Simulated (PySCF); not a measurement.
# Correlation energy of Si⁺ (silicon, charge +1)

[Ne] 3s2 4s1, 2S determinant (an excited configuration). Computed with PySCF 2.14 in aug-cc-pV(T+d)Z, with the non-relativistic Hamiltonian (point nucleus). Frozen: [Ne]; 3 electrons correlated.

```json
{"level": "CCSD", "correlation energy (mhartree)": "-54.93"}
{"level": "(T)", "correlation energy (mhartree)": "-1.10"}
{"level": "CCSD(T)", "correlation energy (mhartree)": "-56.03"}
{"level": "CCSDT", "correlation energy (mhartree)": "-56.49"}
```

Diagnostics: T1 = 0.013, D1 = 0.0319, largest double amplitude 0.109.

The outer electron is Rydberg-like, and this basis confines it to a smaller radius and binds it less than a complete one would.

Cost of the coupled-cluster step: roughly 1.6 core-seconds, for 3 correlated electrons.

Iterations:

```
CC2 = 0
CCSD nocc = (np.int64(2), np.int64(1)), nmo = (50, 50)
frozen orbitals [[0, 1, 2, 3, 4], [0, 1, 2, 3, 4]]
max_cycle = 100
direct = 0
conv_tol = 1e-08
conv_tol_normt = 1e-06
diis_space = 8
diis_start_cycle = 0
Init t2, MP2 energy = -0.0402796093479094
Init E_corr(UCCSD) = -0.0402796093694107
cycle = 1  E_corr(UCCSD) = -0.0491887199864344  dE = -0.00890911062  norm(t1,t2) = 0.0536002
cycle = 2  E_corr(UCCSD) = -0.0522469852376935  dE = -0.00305826525  norm(t1,t2) = 0.0236239
cycle = 3  E_corr(UCCSD) = -0.0544333247071115  dE = -0.00218633947  norm(t1,t2) = 0.013028
cycle = 4  E_corr(UCCSD) = -0.0546142302463825  dE = -0.000180905539  norm(t1,t2) = 0.00760576
cycle = 5  E_corr(UCCSD) = -0.0549726099120829  dE = -0.000358379666  norm(t1,t2) = 0.00502819
cycle = 6  E_corr(UCCSD) = -0.0548754927625199  dE = 9.71171496e-05  norm(t1,t2) = 0.00143328
cycle = 7  E_corr(UCCSD) = -0.0549506459843808  dE = -7.51532219e-05  norm(t1,t2) = 0.000376054
cycle = 8  E_corr(UCCSD) = -0.0549219654265162  dE = 2.86805579e-05  norm(t1,t2) = 0.000142903
cycle = 9  E_corr(UCCSD) = -0.0549266677800849  dE = -4.70235357e-06  norm(t1,t2) = 3.48699e-05
cycle = 10  E_corr(UCCSD) = -0.0549273110813524  dE = -6.43301268e-07  norm(t1,t2) = 4.59602e-06
cycle = 11  E_corr(UCCSD) = -0.0549273670019368  dE = -5.59205844e-08  norm(t1,t2) = 1.23081e-06
cycle = 12  E_corr(UCCSD) = -0.0549273617355264  dE = 5.2664104e-09  norm(t1,t2) = 4.1506e-07
UCCSD converged
E(UCCSD) = -288.3373331091419  E_corr = -0.05492736173552642
UCCSD(T) correction = -0.00110351206426391
```
